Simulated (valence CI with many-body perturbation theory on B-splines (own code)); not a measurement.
The numbers below are computed, except where a source is named.
## Energy levels of Ir⁴⁴⁺

Method: valence CI with perturbative core correlation (CI+MBPT): five valence electrons over a frozen Dirac-Fock core [Ar] 3d10, radial functions for each j: 11 s, 11 p, 10 d, 8 f, 5 g, 2 h, with the one-electron correlation potential Σ1 (screened to all orders), the two-electron term Σ2, the three-electron term Σ3, Breit, model QED; selected single and double excitations, second order for the rest, scaled by the run's own slope (own B-spline code, finite nucleus).

No measured spectrum was set against this ion. As an estimate, large intervals hold to a few tenths of a per cent, small ones and those within an open d or f shell to about a per cent. Among the levels kept, up to 2200 cm⁻¹ of a level comes from second order outside the variational space, and about a tenth of that is noise between levels of different J, which matters for small intervals.

Levels 181 to 187 of 187, with energies above the lowest level, (4s^2 4p1/2^2 4p3/2) J=3/2. "Leading %" is the weight of the configuration and term that name the level; weights of strongly mixed levels are sums over their largest components and can fall short, so below about 35 % the name and the second component can differ from the true leading terms, or belong to a minority configuration. In the jj column 3d3/2^4 stands for four electrons in 3d with j = 3/2.

| No. | Configuration | Term | J | E (eV) | Leading % | Leading jj | Second component |
| --- | --- | --- | --- | --- | --- | --- | --- |
| 181 | 4s4p²4d² | ²D | 5/2 | 614.59 | 10 | 4s 4p1/2^2 4d5/2^2 (60 %) | 7 % 4s4p²4d² ⁴F |
| 182 | 4s4p³4f | ²F | 7/2 | 615.31 | 12 | 4s 4p1/2^2 4p3/2 4f7/2 (55 %) | 10 % 4s4p³4f ⁴D |
| 183 | 4s²4p4d² | ²F° | 7/2 | 615.33 | 28 | 4s^2 4p3/2 4d5/2^2 (65 %) | 26 % 4s²4p4d² ⁴D° |
| 184 | 4s²4p4d² | ²P° | 3/2 | 615.64 | 30 | 4s^2 4p3/2 4d3/2 4d5/2 (74 %) | 27 % 4s²4p4d² ²D° |
| 185 | 4s²4p4d² | ²D° | 5/2 | 615.80 | 24 | 4s^2 4p3/2 4d3/2 4d5/2 (58 %) | 16 % 4s²4p²4f ²F° |
| 186 | 4s²4p4d² | ²G° | 7/2 | 617.02 | 19 | 4s^2 4p3/2 4d3/2 4d5/2 (33 %) | 12 % 4s²4p²4f ⁴F° |
| 187 | 4p⁴4d | ²D | 3/2 | 617.94 | 35 | 4p1/2^2 4p3/2^2 4d3/2 (74 %) | 27 % 4p⁴4d ⁴D |
